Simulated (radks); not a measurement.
Values are calculated unless marked as measured or tabulated.
Task: Radial electron density D(r) = 4 pi r^2 rho(r) of an atom or ion with 4 electrons. Code: a radial shooting solver on a logarithmic mesh with Libxc functionals. Model: non-relativistic Kohn-Sham, LDA (Slater exchange, Perdew-Wang correlation), spin-unpolarised, spherical densities, point nucleus.

r (bohr)  D(r) (e/bohr)
0.03252          0.3572
0.04268          0.5677
0.05602          0.8799
0.07353           1.320
0.09652           1.898
0.1267            2.583
0.1663            3.275
0.2183            3.790
0.2865            3.901
0.376             3.456
0.4936            2.530
0.6479            1.475
0.8504           0.7321
1.107            0.5111
1.453            0.6422
1.908            0.7936
2.504            0.7223
3.287            0.4533
4.314            0.1844
5.663           0.04430
7.433          0.005547
9.757         0.0003113

What is the nuclear charge?

Result: Z = 4. The innermost maximum, from 1s, lies near 1/Z = 0.25 bohr (found: 0.267), and its height grows with Z. The density is that of neutral beryllium in [He] 2s2; the configuration itself is not fixed sharply by these data. D(r) has 2 maxima, at r = 0.267, 2.03 bohr, and minima at 1.11 bohr, inside which lie 2.06 electrons.
